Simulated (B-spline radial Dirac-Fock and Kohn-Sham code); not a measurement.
Compton profile of Pd²⁶⁺

System: Pd²⁶⁺ in the configuration 1s2 2s2 2p6 3s2 3p6 3d2.

The computed values come from a B-spline atomic structure program: the impulse approximation on Dirac-Fock densities. pz is in atomic units of momentum; subshell profiles are per electron, for a selection of subshells; open shells are spread over both j values by their weights.

```tsv
pz	J total	J 1s1/2	J 3p1/2	J 3p3/2	J 3d5/2
0	1.237	0.0179	0.0816	0.0832	0.0551
0.38	1.233	0.0179	0.0816	0.0832	0.0551
0.54	1.230	0.0179	0.0816	0.0832	0.0551
0.75	1.222	0.0179	0.0815	0.0832	0.0551
1.1	1.205	0.0179	0.0814	0.0830	0.0551
1.5	1.178	0.0179	0.0809	0.0824	0.0551
2.1	1.123	0.0178	0.0790	0.0804	0.0550
2.9	1.027	0.0177	0.0737	0.0747	0.0546
4	0.8687	0.0175	0.0610	0.0610	0.0529
5.7	0.6264	0.0171	0.0357	0.0347	0.0458
7.9	0.4066	0.0164	0.0125	0.0116	0.0311
11	0.2515	0.0152	0.00360	0.00365	0.0137
15	0.1511	0.0133	0.00316	0.00330	0.00394
22	0.06499	0.00981	0.00164	0.00157	0.000457
30	0.02814	0.00640	0.000502	0.000446	5.28e-05
42	0.01012	0.00314	9.04e-05	7.28e-05	3.74e-06
59	0.003082	0.00113	1.22e-05	8.61e-06	< 1e-6
```

J(0) = 1.237. The 3p3/2 subshell gives the largest part, 27 %.

Mean momentum ⟨p⟩ by subshell (a.u.): 1s1/2 41.5, 2s1/2 14.7, 2p1/2 19.7, 2p3/2 18.9, 3s1/2 7.79, 3p1/2 9.23, 3p3/2 9.02, 3d3/2 10.8, 3d5/2 10.7.
